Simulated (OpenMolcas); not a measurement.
## Xe IV: effect of the level shift or regulariser

```json
{"Program": "OpenMolcas 26.06", "Basis": "ANO-RCC-VTZP [7s6p4d2f1g]", "Scalar Hamiltonian": "DKH2, point nucleus", "Active space": "3 electrons in 3 orbitals (5p)", "State averaging": "2S+1 = 4 odd, 1 root; 2S+1 = 2 odd, 8 roots", "Spin-orbit coupling": "RASSI with atomic mean-field integrals over the reference wave functions, term energies averaged over their components"}
```

Methods on the same reference wave functions:
A. CASSCF
B. SS-CASPT2, IPEA 0.25 Eh, imaginary shift 0.1 Eh (closed shells correlated: 4d 5s)
C. SS-CASPT2, IPEA 0.25 Eh, real shift 0.2 Eh (closed shells correlated: 4d 5s)
D. SS-CASPT2, IPEA 0.25 Eh, sigma2 regulariser 0.3 Eh (closed shells correlated: 4d 5s)

Energies in cm⁻¹ above 5s² 5p³ ⁴S°_3/2, the measured ground level; measured values from Saloman, J. Phys. Chem. Ref. Data 33, 765 (2004).

```csv
Level,A,B,C,D,Measured
5s² 5p³ ⁴S°_3/2,0.0,0.0,0.0,0.0,0.0
5s² 5p³ ²D°_3/2,17505,14070,14110,14070,13267
5s² 5p³ ²D°_5/2,21226,17820,17860,17820,17511
5s² 5p³ ²P°_1/2,33964,29100,29150,29100,28036
5s² 5p³ ²P°_3/2,39675,35280,35330,35280,35650
```

Deviations, from unrounded energies. A percentage is the sum of absolute deviations over the sum of measured energies, with the sign that they share, or ± where signs differ.

```csv
Against measurement,Levels,A,B,C,D
mean absolute deviation (cm-1),4,4500,640,660,640
other terms of the ground configuration (%),4,+19.0,±2.7,±2.8,±2.7
```

B, C, D lie about equally close to measurement and A furthest from it. The largest miss of D in the table is 5s² 5p³ ²P°_1/2, by +1100 cm-1. The ranking rests on the paired levels alone, and a cruder setting can come out closer through cancelling errors.

Among B to D the level of the table that moves most is 5s² 5p³ ²P°_1/2, by 48 cm-1 (lowest in D, highest in C). Moves below CASPT2's spread within the term are not significant.

The mean deviations of B to D differ by less than CASPT2's widest spread within a term (81 cm-1), so their order carries little weight.

From A to B the spin-free energies of the other terms of 5s² 5p³ shown, above ⁴S°, scale by factors of 0.80 to 0.83.

The lowest spin-free term lies below A's lowest term by 0.535 hartree in B, 0.535 hartree in C, 0.535 hartree in D.

CASPT2 does not keep the components of a term degenerate, so their means are used; among the terms shown or strongly mixed into the levels shown the widest spread is 81 cm-1 (5s² 5p³ ²P°, D). With the s shell closed, the reference lacks s² → p² mixing. Computed and measured levels are paired by configuration, term and J; levels that our copy of the source lacks, or whose pairing is in doubt (as where it misses far off the trend of its configuration), stay unpaired and out of the deviations. Only configurations of the active space appear.

° marks odd parity.
